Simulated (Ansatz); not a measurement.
CH4AlBrSe, SMILES `C[Se][AlH][Br]`, 8 atoms. Total charge 0; spin multiplicity 1. Correlated methods include outer-core shells of Br, Se, which these sets cover unevenly. Scalar relativity is left out up to krypton. All runs use 4 threads of an Arm Neoverse V2 on a shared host. Correlated methods freeze the cores.

Question: Give the basis size and wall time and peak host memory of each of these runs in Ansatz. RKS SPW92 (LDA)/def2-TZVPP energy; RKS r2SCAN-D4/def2-TZVPP energy and forces; RKS ωB97M-V/def2-QZVPP energy; RKS PBE0-D4/def2-QZVPP energy; RKS PBE0-D4/def2-TZVP frequencies; direct RPA on PBE orbitals/def2-TZVPP energy; RHF-MP2/def2-QZVPP energy; RKS ωB97M-V/def2-SVP energy; RKS PBE0-D4/def2-SVP energy; RKS CAM-B3LYP-D4/def2-TZVPP energy; RKS PBE0-D4/def2-TZVP relaxation (19 steps); RKS PBE0-D4/def2-TZVPP energy. (Estimate.)

Answer: Computed: Other jobs shared the machine, so times are rough.

| level | job | functions | wall time | peak host memory (GiB) |
| --- | --- | --- | --- | --- |
| RKS SPW92 (LDA)/def2-TZVPP | energy | 225 | 1.3 s | 0.31 |
| RKS PBE0-D4/def2-SVP | energy | 116 | 1.4 s | 0.28 |
| RKS PBE0-D4/def2-TZVPP | energy | 225 | 4 s | 0.8 |
| RKS CAM-B3LYP-D4/def2-TZVPP | energy | 225 | 4.4 s | 0.9 |
| direct RPA on PBE orbitals/def2-TZVPP | energy | 225 | 4.7 s | 0.49 |
| RKS r2SCAN-D4/def2-TZVPP | energy and forces | 225 | 5.5 s | 0.35 |
| RKS ωB97M-V/def2-SVP | energy | 116 | 6 s | 0.41 |
| RKS PBE0-D4/def2-QZVPP | energy | 425 | 10 s | 2 |
| RHF-MP2/def2-QZVPP | energy | 425 | 22 s | 2.3 |
| RKS ωB97M-V/def2-QZVPP | energy | 425 | 23 s | 2.2 |
| RKS PBE0-D4/def2-TZVP | relaxation (19 steps) | 188 | 81 s | 0.64 |
| RKS PBE0-D4/def2-TZVP | frequencies | 188 | 2.4 min | 0.63 |
